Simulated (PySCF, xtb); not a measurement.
Ge(Me)(NH2)3 (CH9GeN3), SMILES [CH3][Ge]([NH2])([NH2])[NH2]. Other conformers were not sampled.

Harmonic wavenumbers (cm⁻¹) from GFN2-xTB (xtb 6.7.1) at its own minimum, in rising order: 57, 83, 144, 146, 171, 173, 192, 206, 211, 460, 491, 495, 577, 614, 642, 654, 705, 751, 785, 796, 803, 1323, 1462, 1464, 1482, 1510, 1512, 3023, 3042, 3043, 3428, 3430, 3452, 3460, 3463, 3486.

**Question.** What does PBE0-D3(BJ)/def2-SVP run with PySCF 2.14.0 give at its own minimum? (The exact figures need the calculation; the answer reports its results.)

**Answer.** 82, 148, 170, 184, 210, 215, 236, 268, 280, 404, 477, 537, 615, 680, 692, 720, 748, 776, 851, 878, 893, 1255, 1432, 1433, 1526, 1549, 1551, 3068, 3174, 3188, 3571, 3572, 3601, 3671, 3671, 3713. Paired by order, the mean absolute difference is 75 cm⁻¹ and the zero-point energies are 68.2 and 71.5 kcal/mol.
